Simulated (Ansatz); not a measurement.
Geometry optimisation, RKS PBE/def2-SVP in Ansatz 0.2.0.

input.yaml

```yaml
crystal:
  periodic: [false, false, false]
  atoms:
    - { symbol: Si, position_ang: [-0.218834, 1.603928, 1.390397] }
    - { symbol: C, position_ang: [-0.253581, -0.124459, -1.287] }
    - { symbol: H, position_ang: [-0.319538, 2.399188, 2.656906] }
    - { symbol: H, position_ang: [-1.217128, 0.494062, 1.428946] }
    - { symbol: H, position_ang: [-0.430205, 2.504119, 0.216642] }
    - { symbol: Si, position_ang: [0.327566, -1.722536, -0.488814] }
    - { symbol: Cl, position_ang: [1.73865, 0.803515, 1.35962] }
    - { symbol: H, position_ang: [-0.006548, -1.778074, 0.975398] }
    - { symbol: H, position_ang: [-0.358594, -2.883458, -1.165674] }
    - { symbol: H, position_ang: [1.812963, -1.884917, -0.64716] }
    - { symbol: H, position_ang: [-1.27535, 0.166762, -0.980215] }
    - { symbol: H, position_ang: [0.466885, 0.681849, -1.068025] }
    - { symbol: H, position_ang: [-0.266085, -0.259779, -2.391022] }
basis:
  gaussian: { orbitals: def2-SVP }
hamiltonian:
  xc: pbe
relax:
  f_tol: 0.03
  max_steps: 50
```

Launched with:

```bash
$ ansatz run input.yaml --threads 2 --pin off --max-ram 3072MiB --backend cpu --events-out ev --progress --plain --runs-dir out
```

Question: Where does it end, and by what steps?

Answer: The forces met the threshold. The force dipped under the threshold on the way, but the program's further checks kept it going. After 22 steps the energy has fallen by 0.203 eV; H5 moved furthest, 1.34 Å.

| step | energy less start (eV) | largest force component (eV/Å) | accepted |
| --- | --- | --- | --- |
| 0 | 0.0000 | 0.602 | yes |
| 1 | -0.1357 | 0.209 | yes |
| 2 | -0.1714 | 0.236 | yes |
| 3 | -0.1502 | 0.289 | no |
| 4 | -0.1807 | 0.097 | yes |
| 5 | -0.1865 | 0.047 | yes |
| 6 | -0.1906 | 0.049 | yes |
| 7 | -0.1926 | 0.041 | yes |
| 8 | -0.1936 | 0.058 | yes |
| 9 | -0.1944 | 0.058 | yes |
| 10 | -0.1951 | 0.090 | yes |
| 11 | -0.1959 | 0.103 | yes |
| 12 | -0.1968 | 0.074 | yes |
| 13 | -0.1978 | 0.073 | yes |
| 14 | -0.1983 | 0.063 | yes |
| 15 | -0.1990 | 0.042 | yes |
| 16 | -0.1998 | 0.073 | yes |
| 17 | -0.2002 | 0.074 | yes |
| 18 | -0.2009 | 0.072 | yes |
| 19 | -0.2016 | 0.035 | yes |
| 20 | -0.2022 | 0.029 | yes |
| 21 | -0.2025 | 0.054 | yes |
| 22 | -0.2028 | 0.027 | yes |

```xyz
13
Properties=species:S:1:pos:R:3
Si -0.192 2.039 2.084
C -0.106 -0.537 -1.942
H 0.232 2.575 3.420
H -1.060 0.828 2.261
H -0.925 3.098 1.315
Si 0.199 -1.891 -0.656
Cl 1.517 1.494 1.015
H -0.504 -1.571 0.639
H -0.325 -3.218 -1.147
H 1.670 -2.049 -0.371
H -1.190 -0.423 -2.146
H 0.285 0.433 -1.574
H 0.401 -0.778 -2.898
```

Time of the run: 42 s on 2 threads of Arm Neoverse V2 (shared host), peak memory 0.15 GiB.
